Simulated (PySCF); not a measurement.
Species: Ti(SMe)2(OMe)2, C₄H₁₂O₂S₂Ti (singlet state).
Structure used (PBE0-D3(BJ)/def2-SVP), in Å, numbered top down from 1:
```xyz
21
C4H12O2S2Ti angstrom
Ti     0.0397    0.5239    0.3474
S      0.7854    0.5393    2.4990
C      1.3707   -1.1880    2.5918
H      0.5687   -1.8935    2.3333
H      1.6950   -1.3805    3.6241
H      2.2181   -1.3343    1.9063
S      1.9386    0.1293   -0.8737
C      1.4072   -1.0940   -2.1205
H      0.6714   -1.7920   -1.7003
H      2.2955   -1.6562   -2.4409
H      0.9752   -0.5911   -2.9970
O     -0.5609    2.1347    0.0306
C     -0.5563    3.4027   -0.5319
H     -0.5920    4.1688    0.2606
H     -1.4359    3.5395   -1.1835
H      0.3564    3.5594   -1.1322
O     -1.0878   -0.8031    0.0642
C     -2.3120   -1.4263   -0.1142
H     -2.7323   -1.7413    0.8563
H     -2.1933   -2.3255   -0.7432
H     -3.0382   -0.7558   -0.6058
```

Computed, not measured: PBE0-D3(BJ)/def2-SVP geometry optimisation, gas phase in PySCF.

Q: Which atoms are bound to Ti1, and at what distances?

A: 4 atoms: O12 1.748 Å, O17 1.764 Å, S2 2.277 Å, S7 2.292 Å. The nearest atom not counted as bound is C13, at 3.07 Å.

Q: List the angles at Ti1.

A: 
| angle | degrees | distance of the outer atoms (Å) |
| --- | --- | --- |
| O12–Ti1–O17 | 116.4 | 2.98 |
| S2–Ti1–O17 | 111.5 | 3.35 |
| S7–Ti1–O12 | 110.3 | 3.33 |
| S7–Ti1–O17 | 108.3 | 3.30 |
| S2–Ti1–O12 | 106.1 | 3.23 |
| S2–Ti1–S7 | 103.5 | 3.59 |

Q: What is the shape at Ti1?

A: Distorted tetrahedral: angles from 103.5° to 116.4°; τ4 = (360° − α − β)/141° = 0.94 with α and β the two widest (0 for a square, 1 for a tetrahedron). The Ti–O distances aren't all alike: 1.748 to 1.764 Å. The Ti–S distances aren't all alike: 2.277 to 2.292 Å.

Q: What are the other bond lengths?

A: S2–C3, S7–C8 1.826 Å; O12–C13, O17–C18 1.386 Å. (A selection.)

Q: Give some angles away from the centre.

A: Ti1–S2–C3 98.4°, Ti1–S7–C8 103.8°, Ti1–O12–C13 156.2°, Ti1–O17–C18 157.5°.

Q: What are the rotational constants (commonest isotopes, rigid rotor)?

A: A = 785.9, B = 741.3, C = 671.9 MHz: an asymmetric top.

Point group: C1 (no symmetry element, even within 0.4 Å). Charge 0, singlet. Not checked by PBE0-D3(BJ)/def2-SVP frequencies.
